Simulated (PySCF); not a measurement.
**Removing an electron from Si(vinyl)F3**

Species: Si(vinyl)F3, C₂H₃F₃Si.
Z-matrix (Å and degrees, PBE0-D3(BJ)/def2-SVP geometry), rows numbered from 1:
```
Si
C   1  1.8278
C   2  1.3384  1  121.10
H   2  1.0965  1  119.43  3  -179.66
H   3  1.0951  2  121.82  1     0.33
H   3  1.0950  2  121.77  1  -179.47
F   1  1.6031  2  112.61  3  -125.46
F   1  1.6034  2  112.42  3   114.63
F   1  1.6041  2  110.26  3    -5.20
```

Level: CAM-B3LYP/def2-SVPD (PySCF). Frontier orbitals with their largest atomic shares (Löwdin; up to four atoms above 4 %):

```json
{"orbital": "HOMO−3", "ε (eV)": "-13.76", "main atoms": "C3 28 %, C2 27 %, H5 12 %, F7 11 %"}
{"orbital": "HOMO−2", "ε (eV)": "-13.68", "main atoms": "F8 37 %, F7 34 %, F9 28 %"}
{"orbital": "HOMO−1", "ε (eV)": "-11.63", "main atoms": "C2 30 %, C3 19 %, Si1 13 %, H4 9 %"}
{"orbital": "HOMO", "ε (eV)": "-10.37", "main atoms": "?"}
{"orbital": "LUMO", "ε (eV)": "-0.21", "main atoms": "C3 39 %, C2 32 %, Si1 8 %, H6 6 %"}
{"orbital": "LUMO+1", "ε (eV)": "0.95", "main atoms": "Si1 44 %, C3 14 %, C2 11 %, F9 8 %"}
{"orbital": "LUMO+2", "ε (eV)": "1.54", "main atoms": "C3 24 %, H6 19 %, Si1 16 %, F7 8 %"}
```

What vertical ionisation energy does ΔSCF give, and how far is −ε(HOMO) from it?

ΔSCF: 11.45 eV (1105 kJ/mol; threshold wavelength 108 nm); ⟨S²⟩ of the doublet left behind is 0.752, against 0.75 for a pure doublet. −ε(HOMO) is 10.37 eV, 1.08 eV below it. In exact Kohn–Sham theory the two would be equal; CAM-B3LYP (range-separated hybrid) falls short of its own ΔSCF value by 9 %. Holes in the HOMO−1 and HOMO−2 were tried too where these lie within 1.2 eV of the HOMO; the lowest converged state counts.

On which atoms does the HOMO lie?

C2 (carbon bonded to C, Si and H) 43 %, C3 (carbon bonded to C and 2 H) 39 %, Si1 (silicon bonded to C and 3 F) 4 %. The HOMO−1 lies 1.26 eV lower.

And the vertical electron affinity, the fundamental gap, Mulliken's electronegativity and the hardness (with the factor ½)?

EA = -0.68 eV by ΔSCF (−ε(LUMO) = 0.21 eV); a negative value means that the added electron isn't bound at this geometry and level, and the number then depends on the basis. IE − EA = 12.13 eV against an orbital gap of 10.16 eV; (IE + EA)/2 = 5.38 eV; (IE − EA)/2 = 6.06 eV.

With α = 46.1 au, estimate the like-pair dispersion coefficient by London's formula C6 = (3/4)α²I.

I = 0.4209 Eh, so C6 ≈ 672 au, a rough estimate.

Shift the occupied levels rigidly so that −ε(HOMO) equals the ΔSCF value. What binding energies result?

The shift is +1.08 eV: HOMO 11.45, HOMO−1 12.71, HOMO−2 14.76, HOMO−3 14.84 eV. A rigid shift is only a rough guide to the deeper ionisations.

What total energies stand behind the ΔSCF value?

E(N) = -666.75776 Eh and E(N − 1) = -666.33685 Eh at the same geometry, 0.42091 Eh apart. With one more electron, E(N + 1) = -666.73270 Eh.

The lowest singlet excitation (vertical TDDFT, same level) lies at 7.10 eV. How far is it below IE − EA?

IE − EA = 12.13 eV, so by 5.03 eV.

Geometry: PBE0-D3(BJ)/def2-SVP, one conformer, isolated molecule.

These values come from a run that also computed excited states and ΔSCF ions. The run took 1.7 min (grids of density and orbitals included) on Intel Xeon at 2.50 GHz, one thread, shared host, and the process peaked at 0.79 GiB of memory.
